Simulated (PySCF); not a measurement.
Stepwise substitution at one centre (Si C2H5-SH). Gas-phase values, no solvent. One relaxed conformer stands for each flexible species; it need not be the lowest. Strings in code marks are SMILES.

The vertical ionisation energy (Delta-SCF) from two functionals at the same geometries (PBE0-D4/def2-SVP), both in PySCF: PBE-D3(BJ)/def2-TZVP and B3LYP-D3(BJ)/def2-TZVP. B3LYP has the VWN-RPA correlation part, as in Gaussian. Delta-SCF ions had no search for a lower state. 

| species | B3LYP-D3(BJ)/def2-TZVP (eV) |
|---|---|
| 1 of 4 C2H5 replaced by SH (`C(C)[Si](CC)(CC)S`) | 8.82 |
| 2 of 4 C2H5 replaced by SH (`CC[Si](S)(S)CC`) | 8.75 |
| 3 of 4 C2H5 replaced by SH | 9.04 |
| 4 of 4 C2H5 replaced by SH (`S[Si](S)(S)S`) | 9.10 |

Question: What does PBE-D3(BJ)/def2-TZVP give for each?

Answer: 
- 1 of 4 C2H5 replaced by SH (`C(C)[Si](CC)(CC)S`): 8.49
- 2 of 4 C2H5 replaced by SH (`CC[Si](S)(S)CC`): 8.39
- 3 of 4 C2H5 replaced by SH: 8.65
- 4 of 4 C2H5 replaced by SH (`S[Si](S)(S)S`): 8.71
Over these rows, drawn at random from the members with no instability flagged (it was tested for open shells, ions and some series alone), PBE minus B3LYP-D3(BJ): mean -0.37 eV, from -0.39 eV to -0.34 eV.
